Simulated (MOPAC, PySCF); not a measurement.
CH₅BSi, SMILES `B[Si]C` (lower singlet; H–B–Si–C torsion 97°), neutral singlet in the gas phase. This singlet lies 0.30 eV below the relaxed triplet at the level frozen-core CCSD(T)/cc-pVTZ // PBE0-D3(BJ)/def2-SVP (Ansatz).

Cartesian coordinates (Å):
SMILES: B[Si]C
```xyz
8

B      1.6444     0.3739     0.3942
Si     0.0091    -0.0704     1.3714
C     -1.3389    -0.2957     0.0372
H      2.4666    -0.4755     0.1143
H      2.0081     1.5261     0.2670
H     -2.3284    -0.4950     0.4712
H     -1.4022     0.5841    -0.6243
H     -1.0587    -1.1475    -0.6078
```
Charge 0, spin multiplicity 1.

All levels are single points at this geometry (PBE0-D3(BJ)/def2-SVP); Pople sets use spherical d functions. Orbital energies aren't observables, and empty levels follow the basis.

```tsv
level	HOMO (eV)	LUMO (eV)	gap (eV)	dipole (D)	vertical IE, Delta-SCF (eV)
PBE-D3(BJ)/def2-TZVP in PySCF	-5.01	-3.25	1.77	1.61	–
ωB97X-D3(BJ)/def2-TZVP in PySCF	-8.19	-0.26	7.92	1.50	–
M06-2X/6-31G* in PySCF	-6.73	-1.40	5.33	1.51	–
SVWN5/6-31G* in PySCF	-4.86	-3.25	1.61	1.76	8.04
HF/3-21G in PySCF	-7.98	0.98	8.96	1.63	–
HF/6-31G* in PySCF	-7.99	1.02	9.01	1.62	6.99
AM1 in MOPAC	-7.70	-1.31	6.39	1.70	–
PM3 in MOPAC	-8.00	-2.05	5.95	2.24	–
PM6 in MOPAC	-7.09	-1.48	5.61	1.37	–
```
